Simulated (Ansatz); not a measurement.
Ideal-gas functions of `N[C](=S)[ZnH]` at 298.15 K and 1 bar, from an Ansatz frequency run at PBE0-D4/def2-TZVP.

Molar mass 126.5 g/mol, point group Cs (symmetry number 1), electronic degeneracy 1, moments of inertia 81.915, 186.56, 268.474 u Å². Harmonic wavenumbers (cm⁻¹, unscaled): 114, 293, 296, 446, 474, 511, 533, 679, 864, 1226, 1456, 1642, 1954, 3513, 3688.

Use S(trans) = R[1.5 ln M + 2.5 ln T − 1.1517]; rotational temperatures θ = 24.2544 K / I; S(rot) = R[ln(√π/σ · √(T³/θAθBθC)) + 1.5]; for each mode x = 1.438777 ν̃/T, S = R[x/(eˣ − 1) − ln(1 − e⁻ˣ)] and H = RT x/(eˣ − 1); 1 cm⁻¹ = 0.0119627 kJ/mol; R = 8.31446 J/(mol·K).

Q: By hand: the entropy, in J/(mol·K).

A: Translation 169.2. Rotation: θ = 0.2961, 0.13, 0.0903 K, giving 111.8. Vibration, mode by mode: 13.39, 6.09, 6.02, 3.38, 3.04, 2.64, 2.43, 1.39, 0.67, 0.16, 0.06, 0.03, 0.01, 0.00, 0.00, in all 39.3. Electronic 0.0. Sum 320.3 J/(mol·K).

Q: By hand: H − E and G − E in kJ/mol, counted from the electronic energy.

A: Zero-point energy ½ × 17689 × 0.0119627 = 105.8; thermal vibration 7.1; translation, rotation and pV give 4 RT = 9.9. H − E = 122.8 kJ/mol, and G − E = 122.8 − 298.15 × 320.3/1000 = 27.3 kJ/mol.

Vibration gives 12 % of the entropy, 13.4 J/(mol·K) of it from the mode under 150 cm⁻¹: soft modes count most, and the harmonic formula is weakest for them. The sum counts one conformer and one mirror image; others add a mixing term.
